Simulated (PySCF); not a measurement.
## Stretching ZrB

Set-up: Zr x2c-TZVPPall, B x2c-TZVPPall; spin-free X2C with a Gaussian nucleus (PySCF 2.14). Energies in eV from Zr (4d2 5s2) + B in their ground configurations at the same level. State: ⁶Δ (sextet), unpaired electrons σ ↑↑, π ↑↑, δ ↑.

```tsv
R (Å)	UHF-CCSD(T)
1.932	-2.078
2.018	-2.381
2.083	-2.498
2.147	-2.541
2.211	-2.524
2.297	-2.430
2.405	-2.232
2.534	-1.930
```

Q: Put a parabola through the three lowest points of the UHF-CCSD(T) curve and estimate Re, k and ωe (reduced mass 9.808 u; 1 eV/Å² = 0.16022 mdyn/Å; ωe = 1302.8·√(k/μ) cm⁻¹).

A: Through R = 2.083, 2.147, 2.211 Å the second-order coefficient is 7.32 eV/Å², so Re ≈ 2.161 Å, k ≈ 2.35 mdyn/Å and ωe ≈ 637 cm⁻¹. A polynomial fit of higher order to the unrounded UHF-CCSD(T) energies gives Re = 2.159 Å, k = 2.20 mdyn/Å, ωe = 617 cm⁻¹; anharmonicity and rounding make the difference.

The higher-order fit for each curve: UHF-CCSD(T): Re = 2.159 Å, ωe = 617 cm⁻¹, De = 2.54 eV.

Correlated steps freeze 15 core orbitals. These are scalar-relativistic numbers at best; spin–orbit coupling would shift them, the dissociation energy most. The state is the lowest single determinant that the PBE0 search found; with open d or f shells the true ground state can be another one.
